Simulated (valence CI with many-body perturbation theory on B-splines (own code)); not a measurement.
**Energy levels of Ho XVII**

Computed by valence CI with perturbative core correlation (CI+MBPT): five valence electrons over a frozen Dirac-Fock core [Kr] 4d10, a basis of 7 s, 7 p, 7 d, 7 f, 4 g, 2 h functions for each j, with the one-electron correlation potential Σ1, the two-electron term Σ2, the three-electron term Σ3, Breit, model QED; selected CI, second order for the rest, scaled by the run's own slope (own B-spline code, finite nucleus).

No measured spectrum was set against this ion. As an estimate, terms of the open shell hold to a few per cent of their energy, and close levels can change places. Among the levels kept, up to 1100 cm⁻¹ of a level comes from second order outside the variational space, and about a tenth of that is noise between levels of different J, which matters for small intervals.

Levels 91 to 135 of 206, with energies above the lowest level, 4f5 6H°_5/2. "Leading %" is the weight of the configuration and term that name the level; weights of strongly mixed levels are sums over their largest components and can fall short.

| No. | Configuration | Term | J | E (cm⁻¹) | Leading % | g | Second component |
| --- | --- | --- | --- | --- | --- | --- | --- |
| 91 | 4f5 | 2P° | 3/2 | 80931 | 41 | 1.092 | 40 % 4f5 2D° |
| 92 | 4f5 | 2G° | 9/2 | 81575 | 31 | 1.037 | 25 % 4f5 2H° |
| 93 | 4f5 | 2G° | 7/2 | 81590 | 39 | 0.912 | 25 % 4f5 4H° |
| 94 | 4f5 | 2G° | 9/2 | 82559 | 47 | 1.036 | 37 % 4f5 2H° |
| 95 | 4f4 5s | 6I | 9/2 | 83613 | 94 | 0.831 | 4 % 4f4 5s 4H |
| 96 | 4f5 | 4P° | 3/2 | 84454 | 38 | 1.366 | 19 % 4f5 2P° |
| 97 | 4f5 | 2L° | 17/2 | 84605 | 93 | 1.061 | 5 % 4f5 4K° |
| 98 | 4f5 | 4H° | 7/2 | 84965 | 49 | 0.835 | 31 % 4f5 4G° |
| 99 | 4f5 | 4G° | 9/2 | 85885 | 52 | 1.069 | 28 % 4f5 4H° |
| 100 | 4f5 | 2H° | 11/2 | 86178 | 68 | 1.040 | 14 % 4f5 2I° |
| 101 | 4f5 | 2I° | 13/2 | 86735 | 65 | 1.055 | 20 % 4f5 2K° |
| 102 | 4f5 | 4G° | 11/2 | 87199 | 52 | 1.189 | 25 % 4f5 4H° |
| 103 | 4f5 | 2D° | 5/2 | 87207 | 73 | 1.142 | 14 % 4f5 2F° |
| 104 | 4f5 | 4H° | 13/2 | 87443 | 53 | 1.116 | 34 % 4f5 4K° |
| 105 | 4f4 5s | 6I | 11/2 | 87558 | 95 | 1.033 |  |
| 106 | 4f5 | 4G° | 5/2 | 88137 | 24 | 1.106 | 22 % 4f5 2D° |
| 107 | 4f5 | 4K° | 11/2 | 88702 | 45 | 0.951 | 26 % 4f5 2H° |
| 108 | 4f5 | 4K° | 15/2 | 89873 | 67 | 1.065 | 16 % 4f5 2L° |
| 109 | 4f5 | 2F° | 7/2 | 90222 | 64 | 1.066 | 29 % 4f5 2G° |
| 110 | 4f5 | 4P° | 1/2 | 90236 | 78 | 2.138 | 14 % 4f5 4D° |
| 111 | 4f5 | 2H° | 9/2 | 91262 | 62 | 0.976 | 27 % 4f5 2G° |
| 112 | 4f5 | 2K° | 15/2 | 91312 | 43 | 1.040 | 28 % 4f5 2L° |
| 113 | 4f5 | 4K° | 17/2 | 91587 | 93 | 1.166 | 7 % 4f5 2L° |
| 114 | 4f5 | 4K° | 13/2 | 91696 | 44 | 1.032 | 39 % 4f5 2I° |
| 115 | 4f4 5s | 6I | 13/2 | 91820 | 95 | 1.154 |  |
| 116 | 4f5 | 2F° | 5/2 | 93535 | 52 | 1.110 | 22 % 4f5 4P° |
| 117 | 4f5 | 2D° | 3/2 | 94241 | 45 | 1.088 | 21 % 4f5 4P° |
| 118 | 4f5 | 2H° | 9/2 | 94596 | 60 | 0.954 | 20 % 4f5 2G° |
| 119 | 4f4 5s | 6I | 15/2 | 96180 | 94 | 1.230 | 5 % 4f4 5s 4K |
| 120 | 4f5 | 2I° | 11/2 | 96343 | 49 | 0.994 | 34 % 4f5 2H° |
| 121 | 4f5 | 2F° | 7/2 | 96349 | 60 | 1.169 | 18 % 4f5 4D° |
| 122 | 4f5 | 2F° | 5/2 | 97652 | 62 | 0.983 | 15 % 4f5 4P° |
| 123 | 4f5 | 2H° | 9/2 | 98842 | 78 | 0.942 | 15 % 4f5 2G° |
| 124 | 4f5 | 4D° | 3/2 | 98911 | 32 | 1.052 | 24 % 4f5 4F° |
| 125 | 4f5 | 2K° | 13/2 | 99987 | 78 | 0.965 | 17 % 4f5 2I° |
| 126 | 4f5 | 4D° | 1/2 | 100230 | 68 | 0.612 | 20 % 4f5 4P° |
| 127 | 4f4 5s | 6I | 17/2 | 100530 | 90 | 1.281 | 9 % 4f4 5s 4K |
| 128 | 4f5 | 2H° | 11/2 | 101160 | 67 | 1.067 | 12 % 4f5 2I° |
| 129 | 4f4 5s | 4I | 9/2 | 101830 | 88 | 0.746 | 7 % 4f4 5s 2H |
| 130 | 4f5 | 2K° | 15/2 | 102280 | 95 | 1.064 |  |
| 131 | 4f5 | 4D° | 5/2 | 104120 | 35 | 1.283 | 31 % 4f5 4F° |
| 132 | 4f5 | 4D° | 7/2 | 104820 | 49 | 1.295 | 26 % 4f5 2F° |
| 133 | 4f5 | 2P° | 1/2 | 105380 | 80 | 0.561 | 18 % 4f5 4D° |
| 134 | 4f5 | 2D° | 3/2 | 105910 | 35 | 1.238 | 24 % 4f5 2P° |
| 135 | 4f4 5s | 6F | 1/2 | 106300 | 92 | -0.616 | 8 % 4f4 5s 4D |

Names give the largest LS component (configuration and term), which can be under half, so a name can repeat, a term be missing and a line seem to break the LS rules; names also repeat where a configuration has a term twice.

Where two levels of one J and parity lie close, their mixing, g and order are uncertain.
